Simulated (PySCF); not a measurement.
RuI2 at several levels of theory

All levels use the PBE0 minimum (quintet; Ru–I 2.558 Å (×2); I–Ru–I 180.0°), basis [Ru def2-TZVP with ECP28, I def2-TZVP with ECP28], scalar-relativistic core potentials, density fitting, no spin–orbit coupling, PySCF. For vertical energies the ionised species is a sextet (spins chosen at PBE0 and kept) and the electron-attached one a quartet. Atomisation goes to high-spin ground-configuration atoms, without zero-point energy. Open shells are unrestricted, also as the reference of the correlated levels. A dash marks a value that was not computed or is not defined at that level.

Z-matrix (Å, degrees; charge 0 multiplicity 5):
```
Ru
I  1 2.5584
I  1 2.5584 2 180.00
```

```json
{"level": "PBE0", "atomisation (kJ/mol)": "568", "vertical IP (eV)": "8.90", "vertical EA (eV)": "2.70", "−ε(HOMO) (eV)": "7.44"}
{"level": "HF", "atomisation (kJ/mol)": "?", "vertical IP (eV)": "?", "vertical EA (eV)": "?", "−ε(HOMO) (eV)": "?"}
{"level": "MP2", "atomisation (kJ/mol)": "584", "vertical IP (eV)": "8.70", "vertical EA (eV)": "2.83", "−ε(HOMO) (eV)": "–"}
{"level": "PBE", "atomisation (kJ/mol)": "?", "vertical IP (eV)": "?", "vertical EA (eV)": "–", "−ε(HOMO) (eV)": "?"}
```

(1) Fill in the row of HF.

(2) Fill in the row of PBE.

## Answers

(1) atomisation (kJ/mol) 380, vertical IP (eV) 9.09, vertical EA (eV) 1.82, −ε(HOMO) (eV) 9.94.

(2) atomisation (kJ/mol) 609, vertical IP (eV) 8.59, −ε(HOMO) (eV) 5.57.

Without diffuse functions attachment energies tend to come out too low.

Other spin states or occupations of the open shell can lie lower. No spin–orbit coupling is included, which matters more the heavier the element.
